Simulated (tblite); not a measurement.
C6H8F2N (doublet state).
Geometry (GFN2-xTB, Å), atoms numbered from 1 in this order:
```
atom  x, y, z in Å
C1    -1.7354   -0.0823    1.1230
C2    -1.4667    0.3748   -0.3139
F3    -1.9243   -0.5990   -1.1816
C4    -0.0090    0.6125   -0.5378
C5     0.5102    1.8430   -0.2291
N6     0.9542    2.8838    0.0235
C7     0.8885   -0.4919   -0.9804
C8     1.9658   -0.8129    0.0636
F9     1.3890   -1.3699    1.1765
H10   -1.1493   -0.9698    1.3482
H11   -2.7916   -0.3148    1.2342
H12   -1.4624    0.7103    1.8137
H13   -2.0473    1.2804   -0.5389
H14    0.2969   -1.3875   -1.1784
H15    1.4093   -0.2049   -1.9000
H16    2.4897    0.0901    0.3920
H17    2.6755   -1.5498   -0.3245
```

All values are computed: GFN2-xTB (tblite) harmonic vibrations without scaling, gas phase. Against measured fundamentals such values can be off by several per cent, at times by over 20. One conformer, not necessarily the lowest. Open shells enter through the occupations alone, without spin polarisation, and single modes of such species can be off by tens of per cent.

Harmonic wavenumbers (cm⁻¹): 35.0, 48.5, 89.7, 130.8, 148.7, 198.8, 229.9, 280.1, 333.0, 384.7, 426.6, 511.9, 536.8, 577.1, 743.1, 857.9, 906.4, 949.1, 1008.0, 1035.3, 1047.4, 1058.6, 1089.6, 1152.1, 1209.0, 1219.3, 1239.3, 1266.6, 1308.8, 1315.6, 1352.9, 1389.0, 1431.7, 1437.8, 1465.5, 1476.2, 2232.8, 2893.6, 2937.1, 2955.3, 2959.3, 3005.9, 3043.9, 3056.3, 3059.9.

A = 1628, B = 1382, C = 1003 MHz; mass 132.062 u (most abundant isotopes); point group C1, symmetry number 1; spin multiplicity 2.

Q: What is the zero-point energy?

A: ½Σν̃ = 28017 cm⁻¹ = 80.11 kcal/mol.

Q: What is S at 200 K and 1 bar for an ideal gas of classical rigid rotors and harmonic oscillators?

A: Translation 38.59, rotation 28.15, vibration 21.74, spin (R ln 2) 1.38: S = 89.9 cal/(mol K).

Q: And Cp and H(200 K) − H(0)?

A: Cp = 28.55 cal/(mol K), of which vibrations give 20.60 (their classical limit is 45 R = 89.4); H(200 K) − H(0) = 3.83 kcal/mol without the zero-point energy, 2.24 from vibrations.

Q: Blend soft modes into free rotors: weight 1/[1 + (100 cm⁻¹/ν̃)⁴] for the oscillator and the rest for a rotor with moment μB/(μ + B), μ = h/(8π²ν), B = 10⁻⁴⁴ kg m². What vibrational entropy results?

A: 19.54 cal/(mol K) in place of 21.74, which changes −T·S at 200 K by +0.44 kcal/mol.

Q: How do the functions run with temperature in this model?

A: 
```csv
T (K),S (cal/(mol K)),Cp (cal/(mol K)),H − H(0) (kcal/mol),G − H(0) (kcal/mol),ln q(vib)
50,61.7,14.2,0.54,-2.54,0.86
100,73.3,19.9,1.40,-5.93,2.36
298.15,102.8,36.8,7.04,-23.61,7.97
373.15,111.7,43.1,10.03,-31.66,9.92
500,125.7,52.6,16.13,-46.73,13.08
750,149.8,66.1,31.10,-81.26,18.95
1000,170.1,74.7,48.77,-121.31,24.33
```

q(vib) and H(0) count from the zero-point level.

Q: Which modes carry the vibrational entropy at 200 K?

A: 35.0 cm⁻¹: 4.73; 48.5 cm⁻¹: 4.09; 89.7 cm⁻¹: 2.89; 130.8 cm⁻¹: 2.18; 148.7 cm⁻¹: 1.95; 198.8 cm⁻¹: 1.44 cal/(mol K); the other 39 give 4.47 together.

Hindered rotation and anharmonicity are outside this model. Other conformers, if any are populated, would add a mixing term that is left out. The structure is chiral; the term R ln 2 for an equal mix with its mirror image is left out.
